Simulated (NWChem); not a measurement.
System: BHOIF; SMILES OB(F)I

```xyz
5

B      0.0240    -1.3204     0.0000
F     -1.1233    -1.9835     0.0000
I     -0.0135     0.8119     0.0000
O      1.2002    -1.9575     0.0000
H      1.1039    -2.9190     0.0000
```
Atoms are numbered in this order, from 1.

Results from NWChem. Medium grid unless said otherwise, to which SCAN and Minnesota functionals are sensitive. Structure relaxed at the PBE0/def2-SVP level. def2 effective core potentials on I; no spin-orbit coupling. Hybrids' shares of exact exchange are those that their runs print; pure functionals count as 0. The functionals differ in more than this share.

```
row              share of exact exchange  highest occupied level (eV)
---------------  -----------------------  ---------------------------
PBE/def2-SVP                        0.00                        -6.35
SCAN/def2-SVP                       0.00                        -6.71
B3LYP/def2-SVP                      0.20                        -7.27
MN15/def2-SVP                       0.44                        -8.06
M06-2X/def2-SVP                     0.54                     withheld
```

Question: Fit a straight line of the last column on the one before it, predict the withheld value, and compare with the run.

Answer: 
1. Means of the 4 shown rows: x = 0.160, y = -7.098. Slope Σ(x − x̄)(y − ȳ)/Σ(x − x̄)² = -0.4580/0.1312 = -3.491; intercept -6.539.
2. The shown rows scatter about the line by 0.129 (root mean square); the largest residual is +0.19, at PBE/def2-SVP.
3. At x = 0.54 (M06-2X/def2-SVP; beyond the shown range) the line gives -8.42.
4. The run gives -8.75, -0.33 from the line, 2.6 times the scatter.
